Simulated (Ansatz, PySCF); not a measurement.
Reaction (SMILES): ClC(Cl)C(Cl)Cl -> 2 Cl[CH]Cl (the C-C bond at the site shown breaks; other sites are not compared here)
Structures are relaxed separately at B3LYP-D3(BJ)/def2-TZVP in Ansatz (a quantum-chemistry and plane-wave program), one conformer each, not searched for the lowest.

Wanted: bond dissociation energy (electronic energy difference), in eV. Valence correlation only, unless marked. Open shells are spin-unrestricted. No spin-orbit coupling. No relativistic terms. Basis-set limits of correlation are two-point, X^-3; Hartree-Fock from the larger set. [CCSD(T)-MP2]/basis is that difference in the basis named.

```csv
level,program,bond dissociation energy (eV),minus last row
HF/aug-cc-pV(D+d)Z,Ansatz,2.40,-1.29
HF/aug-cc-pV(T+d)Z,Ansatz,2.26,-1.43
HF-D4/def2-TZVPD,PySCF + dftd4,2.70,-0.99
PBE0-D4/def2-TZVPD,Ansatz + dftd4,3.33,-0.36
BHLYP-D3(BJ)/def2-TZVPD,Ansatz + dftd3,3.25,-0.44
r2SCAN0-D4/def2-TZVPD,Ansatz + dftd4,3.13,-0.56
r2SCAN0/def2-TZVPD,Ansatz,3.08,-0.61
CAM-B3LYP-D4/def2-TZVPD,Ansatz + dftd4,3.30,-0.39
CAM-B3LYP/def2-TZVPD,Ansatz,3.16,-0.53
B2GP-PLYP/def2-TZVPD,Ansatz,3.42,-0.27
B2PLYP-D3(BJ)/def2-TZVPD,Ansatz + dftd3,3.44,-0.25
B2PLYP-D4/def2-TZVPD,Ansatz + dftd4,3.42,-0.27
PBE-QIDH/def2-TZVPD,Ansatz,3.51,-0.18
MP2/aug-cc-pV(D+d)Z,Ansatz,4.05,0.36
SCS-MP2/6-31G*,Ansatz,3.76,0.07
SCS-MP2/aug-cc-pV(D+d)Z,Ansatz,3.96,0.27
SCS-MP2/cc-pV(D+d)Z,Ansatz,3.70,0.01
CCSD/6-31G,Ansatz,3.78,0.09
CCSD(T)/6-31G*,Ansatz,3.56,-0.13
"RI-MP2/CBS(aug-cc-pV(T+d)Z,aug-cc-pV(Q+d)Z)+[CCSD(T)-MP2]/aug-cc-pV(D+d)Z",Ansatz,3.70,0.01
"RI-MP2/CBS(cc-pV(T+d)Z,cc-pV(Q+d)Z)+[CCSD(T)-MP2]/cc-pV(T+d)Z",Ansatz,3.69,0.00
```
